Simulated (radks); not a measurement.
Excited configurations of Sr IV: one electron is placed in a higher orbital outside [Ar] 3d10 4s2 4p4. The ground configuration is [Ar] 3d10 4s2 4p5. Calculated with a radial shooting solver on a logarithmic mesh with Libxc functionals: Dirac Kohn-Sham, PBEsol, spin-unpolarised, spherical densities, point nucleus; open shells fill j = l - 1/2 first. Excitation = E - E(ground); binding = E(ion) - E, where the ion is the core of charge +4; n* = 4/sqrt(2 binding) in atomic units, and the quantum defect is n - n*.

| outer orbital | excitation (eV) | binding (eV) | n* | quantum defect | eigenvalue (eV) | <r> (bohr) |
|---|---|---|---|---|---|---|
| 4d3/2 | 25.410 | 31.425 | 2.632 | 1.368 | -25.987 | 2.017 |
| 5s1/2 | 29.159 | 27.677 | 2.805 | 2.195 | -24.375 | 3.036 |
| 5p1/2 | 33.980 | 22.856 | 3.086 | 1.914 | -20.044 | 3.452 |
| 5d3/2 | 41.014 | 15.822 | 3.709 | 1.291 | -13.795 | 4.574 |
| 6p1/2 | 43.695 | 13.141 | 4.070 | 1.930 | -11.656 | 6.134 |
| 6d3/2 | 46.928 | 9.907 | 4.687 | 1.313 | -8.736 | 7.702 |
| 7s1/2 | 47.273 | 9.562 | 4.771 | 2.229 | -8.580 | 8.705 |
| 7p1/2 | 48.290 | 8.546 | 5.047 | 1.953 | -7.650 | 9.525 |
| 7d3/2 | 50.022 | 6.814 | 5.652 | 1.348 | -6.075 | 11.53 |
| 7f5/2 | 51.814 | 5.022 | 6.584 | 0.416 | -4.474 | 15.05 |

Estimate the row for 6s1/2.

Answer. excitation (eV) 41.699; binding (eV) 15.137; n* 3.792; quantum defect 2.208; eigenvalue (eV) -13.487; <r> (bohr) 5.519. The Delta-SCF ionisation energy is 56.836 eV (NIST Atomic Spectra Database: 56.280 eV, semi-empirical). Self-interaction in the functional shifts the binding energies and quantum defects, so they are the method's values and not measured ones. Spin polarisation and multiplet splitting are left out, so open shells lie too high by an amount that depends on their filling.

Beside tabulated values, note that spin-unpolarised runs miss the spin-polarisation part of the exchange energy of open shells.
